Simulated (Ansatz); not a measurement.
Isolated molecules relaxed with PBE0-D4/def2-TZVP in Ansatz; ΔE leaves out vibrations. CBS: MP2 limit from def2 TZ/QZ plus the TZ coupled-cluster correction, frozen cores. This one scheme is used for every species. Functionals use def2-TZVPP. B3LYP here is the variant with VWN-RPA as its local correlation; programs differ in this. For Zn outer-core shells are correlated without core-valence functions, which leaves a few kJ/mol of doubt a bond. Scalar relativity is left out up to krypton. Each species was taken in one conformer, which may not be the lowest.

Consider the cleavage of the Zn–Si bond: `[SiH3][Zn][Cl]` + silanol → `[SiH3][O][Zn][Cl]` + SiH₄.

| level | ΔE (kJ/mol) |
| --- | --- |
| revPBE-D4 | 2.6 |
| B97M-V | -11.1 |
| PBE0-D4 | -0.5 |
| B3LYP-D4 | -11.5 |
| r2SCANh-D4 | -9.5 |
| r2SCANh | -9.1 |
| BHLYP | -19.3 |
| HF/def2-QZVPP | -41.9 |

Task: What does CCSD(T)/CBS give? (An estimate is asked.)

Result: Ansatz gave: -21.3 kJ/mol. The listed levels differ from it by 23.9, 10.2, 20.8, 9.8, 11.8, 12.2, 2.0, -20.6 kJ/mol.

Task: What do rigid-rotor, harmonic-oscillator terms from PBE0-D4/def2-TZVP frequencies (298.15 K, 1 bar) make of the CCSD(T)/CBS value? (An estimate is asked.)

Result: Ansatz gave: ΔZPE = -7.0 kJ/mol, ΔH = -27.6 kJ/mol, ΔS = -4 J/(mol·K), ΔG = -26.5 kJ/mol. Modes under 50 cm⁻¹ make the entropy rough.

Largest T1 diagnostic among the species: 0.015.

In def2-TZVPP, CCSD(T) changes the Hartree–Fock value by +11.8 kJ/mol (the triples alone add +1.6 kJ/mol) and MP2 by +8.3 kJ/mol. Leaving LDA and LC-ωPBE aside and taking each functional with its dispersion term where it has one, the values, not all of them listed here, spread over 25.5 kJ/mol, from BHLYP-D4 to PBE-D4. From PBE to PBE0 (25 % exact exchange), in def2-TZVPP and without D4, ΔE moves by −5.9 kJ/mol.
